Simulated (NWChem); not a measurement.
Basis-set dependence for iodoethane (C2H5I)

SMILES: ICC
```xyz
8

C      2.4499     0.3888     0.0000
C      1.1211     1.1174     0.0000
I     -0.5996    -0.2481     0.0000
H      2.5683    -0.2454     0.8914
H      3.2687     1.1306     0.0000
H      2.5683    -0.2454    -0.8914
H      0.9742     1.7358     0.8942
H      0.9742     1.7358    -0.8942
```
Charge 0, spin multiplicity 1.

Program: NWChem. All single points use one geometry, from B3LYP/def2-SVP with def2 effective core potentials on I, held to Cs symmetry and with no frequency check, so it may be a saddle point.

Hartree-Fock energies in Ha, correlation energies in mHa.

Effective core potentials replace the inner electrons of I; spin-orbit coupling is left out. The correlated methods keep 6 core orbitals frozen.

| basis | functions | RHF | MP2 | SCS-MP2 |
|---|---|---|---|---|
| def2-SVP | 79 | -375.24085 | -413.7 | -409.5 |
| def2-TZVP | 142 | -375.33644 | -842.5 | -786.5 |

From def2-SVP to def2-TZVP the Hartree-Fock energy moves by -95.6 mHa and the MP2 correlation energy by -428.8 mHa, which is 51 % of its value in the larger set.
